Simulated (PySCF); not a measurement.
C₃H₉BFN.
Cartesian coordinates in Å at the GFN2-xTB level; atoms count from 1:
```xyz
15
C3H9BFN angstrom
C     -0.6871    1.4921   -0.0515
C     -0.0621    0.1371   -0.4134
C     -1.1603   -0.8186   -0.8981
B      0.7165   -0.4720    0.8451
N      2.0896   -0.6553    0.8921
F      0.0293   -0.8257    1.9408
H     -1.3604    1.3794    0.7950
H      0.0840    2.2114    0.2169
H     -1.2529    1.8891   -0.8926
H      0.6313    0.3013   -1.2458
H     -1.6838   -0.3980   -1.7554
H     -1.8820   -0.9921   -0.1034
H     -0.7353   -1.7772   -1.1889
H      2.5565   -1.0333    1.6994
H      2.7121   -0.4301    0.1380
```

Jobs on this species (15 atoms, 48 electrons) with PySCF (density fitting). Hardware of each: an Arm Neoverse V2 with one thread, shared host. The host was shared with other jobs, so the times are rough. Peak memory is the resident size of the whole Python process, interpreter and libraries included.

| level and settings | work | basis functions | SCF cycles | wall time | peak memory |
| --- | --- | --- | --- | --- | --- |
| CAM-B3LYP/def2-SVPD | 8 singlets by full TDDFT, 3 Tamm–Dancoff triplets, polarisability | 195 | ? | ? | ? |
| PBE0/pcSseg-1 | shieldings, charges and field gradients | 147 | 12 | 14 s | 0.71 GiB |
| delta-SCF UKS SCAN, pcX-2 on the ionised atom, pcseg-1 elsewhere, spin-free X2C | ΔSCF core ionisation, 5 holes | 160 | 82 | 57 s | 0.65 GiB |

**Question.** Fill in the missing figures.

**Answer.** 
- CAM-B3LYP/def2-SVPD; 8 singlets by full TDDFT, 3 Tamm–Dancoff triplets, polarisability: 34 s, 0.87 GiB, 12 SCF cycles

**Question.** What do all jobs in the table cost together?

**Answer.** About 1.8 min; the longest takes about 54 % of that, and about 4.1 times as long as the shortest.
